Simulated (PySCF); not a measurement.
## Assigning NMR signals

Bonds (- single, = double, # triple, : aromatic): B1-N2, N2#C3, C3-C4, C4-O5, O5-C6, C6-C7, C6-C8. B1 carries H9, H10, H11; C4 carries H12, H13; C6 carries H14; C7 carries H15, H16, H17; C8 carries H18, H19, H20. Formal charges: B1 -1, N2 +1.

Equivalent nuclei averaged, non-relativistic Hamiltonian, single conformer, isolated molecule. GIAO PBE0/pcSseg-1 shieldings; geometry from PBE0-D3(BJ)/def2-SVP; PySCF 2.14.0 with density-fitted response routines.

δ = σ(ref) − σ, references computed at the same level: $^{13}$C (184.41 ppm) and $^{1}$H (31.27 ppm) against TMS.

Problem. Assign these signals to the numbered atoms. $^{13}$C{$^{1}$H} NMR (computed): δ 115.5 (C), 79.2 (CH), 56.4 (CH2), 23.4 (CH3).

Solution. 
| δ (ppm) | atoms | environment | reason |
| --- | --- | --- | --- |
| 115.5 | C3 | nitrilium-type carbon | – |
| 79.2 | C6 | sp3 CH bonded to O | deshielded by the electronegative neighbour |
| 56.4 | C4 | sp3 CH2 bonded to O, α to a nitrile | pulled downfield by the heteroatom |
| 23.4 | C7/C8 | methyl carbon | a saturated carbon with 1 carbon neighbour and no heteroatom attached |

Problem. Assign these signals to the numbered atoms. $^{1}$H NMR (500 MHz, computed): δ 4.23 (s, 2H), 3.22 (sept, 1H), 2.16 (br, 3H), 1.30 (d, 6H).

Solution. 
| δ (ppm) | atoms | environment | reason |
| --- | --- | --- | --- |
| 4.23 | H12/H13 | hydrogen on an sp3 CH2 bonded to O, α to a nitrile | its carbon carries O, which withdraws density |
| 3.22 | H14 | hydrogen on an sp3 CH bonded to O | its carbon carries O, hence the downfield position |
| 2.16 | H9/H10/H11 | hydrogen on a boron bonded to N | – |
| 1.30 | H15/H16/H17/H18/H19/H20 | hydrogen on a methyl carbon | – |

Hydrogens on boron are broadened and split by $^{11}$B (spin 3/2, 80 %) and 10B (spin 3). Shifts are as computed. Against solution values, carbons near 30 ppm lie about +2 ppm off and those near 130 ppm about +5 ppm. Of 1211 compounds with measured shifts, 218 miss one by over three times the rms of a fit or turn the order of signals round; such compounds aren't used in these exercises. Multiplicities follow the n + 1 count of equivalent neighbours, as no J values were calculated; m marks all less simple cases, F and P coupling included.
